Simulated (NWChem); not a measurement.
System: Si2NH7O; SMILES N[SiH2]O[SiH3]

The following NWChem deck was run.

```
start job
memory heap 200 mb stack 900 mb global 1100 mb
geometry units angstroms
  Si     0.234107     1.765753    -0.039452
  O     -0.777683     0.483012     0.323428
  Si    -0.686104    -1.188701     0.106665
  N      0.920784    -1.823945    -0.007415
  H      0.695432     1.713320    -1.474576
  H     -0.529907     3.037224     0.183652
  H      1.453914     1.765121     0.844915
  H     -1.355459    -1.790992     1.302306
  H     -1.376158    -1.534681    -1.179640
  H      1.544344    -1.847607     0.802013
  H      1.448526    -1.764796    -0.880496
end
basis spherical
  Si library 3-21g
  O library 3-21g
  N library 3-21g
  H library 3-21g
end
dft
  xc hfexch
  iterations 150
end
driver
  maxiter 120
end
task dft optimize
task dft freq
```

Output (shortened):

```
             Northwest Computational Chemistry Package (NWChem) 7.3.0
             --------------------------------------------------------

 C1  symmetry detected

                             Geometry "geometry" -> ""
                             -------------------------

 Output coordinates in angstroms (scale by  1.889725989 to convert to a.u.)

  No.       Tag          Charge          X              Y              Z
 ---- ---------------- ---------- -------------- -------------- --------------
    1 Si                  14.0000     0.25733400     1.80312199    -0.02835847
    2 O                    8.0000    -0.74413379     0.47608900     0.16366004
    3 Si                  14.0000    -0.55422962    -1.18640958    -0.06001858
    4 N                    7.0000     1.07631804    -1.75787359     0.05565951
    5 H                    1.0000     0.92627256     1.79616988    -1.38025481
    6 H                    1.0000    -0.58191127     3.04010012     0.09687641
    7 H                    1.0000     1.33296525     1.83157417     1.02627056
    8 H                    1.0000    -1.36712449    -1.83682058     1.01539550
    9 H                    1.0000    -1.03322892    -1.53323281    -1.43868843
   10 H                    1.0000     1.57460931    -1.77360010     0.94785857
   11 H                    1.0000     1.72380034    -1.66176130    -0.72907596

 Effective nuclear repulsion energy (a.u.)     229.2806102075

                                Z-matrix (autoz)
                                --------

 Units are Angstrom for bonds and degrees for angles

[...]

      ----------------------
      Optimization converged
      ----------------------

  Step       Energy      Delta E   Gmax     Grms     Xrms     Xmax
  ---- ---------------- -------- -------- -------- -------- --------
@   31    -707.56954274  9.3D-09  0.00000  0.00000  0.00056  0.00151
                                     ok       ok       ok       ok

                                Z-matrix (autoz)
                                --------

 Units are Angstrom for bonds and degrees for angles

[...]

 Rotational Constants
 --------------------
 A=   0.461200 cm-1  (  0.663550 K)
 B=   0.062008 cm-1  (  0.089214 K)
 C=   0.057385 cm-1  (  0.082562 K)

 Temperature                      =   298.15K
 frequency scaling parameter      =   1.0000

 Zero-Point correction to Energy  =   49.293 kcal/mol  (  0.078554 au)
 Thermal correction to Energy     =   53.662 kcal/mol  (  0.085516 au)
 Thermal correction to Enthalpy   =   54.254 kcal/mol  (  0.086460 au)

 Total Entropy                    =   84.199 cal/mol-K
   - Translational                =   39.484 cal/mol-K (mol. weight =  93.0066)
   - Rotational                   =   26.377 cal/mol-K (symmetry #  =        1)
   - Vibrational                  =   18.338 cal/mol-K

 Cv (constant volume heat capacity) =   22.686 cal/mol-K
   - Translational                  =    2.979 cal/mol-K
   - Rotational                     =    2.979 cal/mol-K
   - Vibrational                    =   16.727 cal/mol-K

[normal modes left out]

 ----------------------------------------------------------------------------
 Normal Eigenvalue ||           Projected Infra Red Intensities
  Mode   [cm**-1]  || [atomic units] [(debye/angs)**2] [(KM/mol)] [arbitrary]
 ------ ---------- || -------------- ----------------- ---------- -----------
    1       -0.000 ||    0.001448           0.033         1.412       0.108
    2       -0.000 ||    0.000009           0.000         0.009       0.001
    3       -0.000 ||    0.000162           0.004         0.158       0.012
    4       -0.000 ||    0.000129           0.003         0.126       0.010
    5        0.000 ||    0.000020           0.000         0.019       0.001
    6        0.000 ||    0.000200           0.005         0.195       0.015
    7       24.135 ||    0.000319           0.007         0.311       0.024
    8       99.876 ||    0.001747           0.040         1.703       0.130
    9      127.471 ||    0.002112           0.049         2.059       0.157
   10      219.707 ||    0.000664           0.015         0.648       0.049
   11      345.060 ||    0.010670           0.246        10.402       0.794
   12      567.234 ||    0.067445           1.556        65.749       5.016
   13      612.215 ||    0.042822           0.988        41.745       3.185
   14      644.941 ||    0.341255           7.873       332.672      25.381
   15      798.760 ||    0.090836           2.096        88.551       6.756
   16      806.378 ||    0.124373           2.869       121.245       9.250
   17      902.238 ||    0.106763           2.463       104.078       7.941
   18      923.755 ||    0.002616           0.060         2.551       0.195
   19     1010.408 ||    0.099961           2.306        97.447       7.435
   20     1019.497 ||    0.028717           0.663        27.995       2.136
   21     1029.115 ||    0.257858           5.949       251.373      19.178
   22     1031.213 ||    0.391526           9.033       381.679      29.120
   23     1061.100 ||    1.165930          26.899      1136.606      86.717
   24     1136.838 ||    0.074688           1.723        72.809       5.555
   25     1297.684 ||    0.408410           9.422       398.138      30.376
   26     1782.572 ||    0.072289           1.668        70.471       5.377
   27     2275.168 ||    0.197669           4.560       192.698      14.702
   28     2276.240 ||    0.238493           5.502       232.495      17.738
   29     2298.702 ||    0.355246           8.196       346.312      26.422
   30     2302.131 ||    0.185966           4.290       181.289      13.831
   31     2319.004 ||    0.116502           2.688       113.572       8.665
   32     3743.317 ||    0.022591           0.521        22.023       1.680
   33     3842.946 ||    0.027512           0.635        26.820       2.046
 ----------------------------------------------------------------------------
```

Level: Hartree-Fock/3-21G.
